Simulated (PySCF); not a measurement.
C₄H₇Cl.

```xyz
12

C      0.3618     2.4246     0.0000
C      0.7033     0.9647     0.0000
C     -0.1629    -0.0565     0.0000
C     -1.6590    -0.0186     0.0000
Cl     0.4741    -1.7059     0.0000
H      0.7926     2.9258     0.8841
H     -0.7203     2.6146     0.0000
H      0.7926     2.9258    -0.8841
H      1.7689     0.7149     0.0000
H     -2.0576    -0.5390     0.8861
H     -2.0576    -0.5390    -0.8861
H     -2.0375     1.0123     0.0000
```

The structure is a stationary point at B3LYP-D3(BJ)/def2-SVP.

Method: PBE/pcSseg-1 (PySCF). Non-relativistic, no solvent.

Computed absolute GIAO shielding of each atom: isotropic value and principal components (ppm):
| atom | σ(iso) | σ11 | σ22 | σ33 | span |
|---|---|---|---|---|---|
| C1 | 161.9 | 145.6 | 161.5 | 178.5 | 32.9 |
| C2 | 52.0 | -44.2 | 67.3 | 132.9 | 177.0 |
| C3 | 35.8 | -55.5 | 72.2 | 90.6 | 146.1 |
| C4 | 157.9 | 141.1 | 152.4 | 180.2 | 39.1 |
| Cl5 | 625.3 | 427.7 | 458.8 | 989.3 | 561.6 |
| H6 | 29.4 | 25.4 | 27.0 | 35.7 | 10.3 |
| H7 | 29.4 | 25.3 | 30.3 | 32.6 | 7.3 |
| H8 | 29.4 | 25.4 | 27.0 | 35.7 | 10.3 |
| H9 | 25.6 | 22.1 | 24.4 | 30.2 | 8.1 |
| H10 | 29.4 | 25.5 | 27.7 | 34.8 | 9.3 |
| H11 | 29.4 | 25.5 | 27.7 | 34.8 | 9.3 |
| H12 | 28.9 | 23.9 | 29.1 | 33.6 | 9.8 |
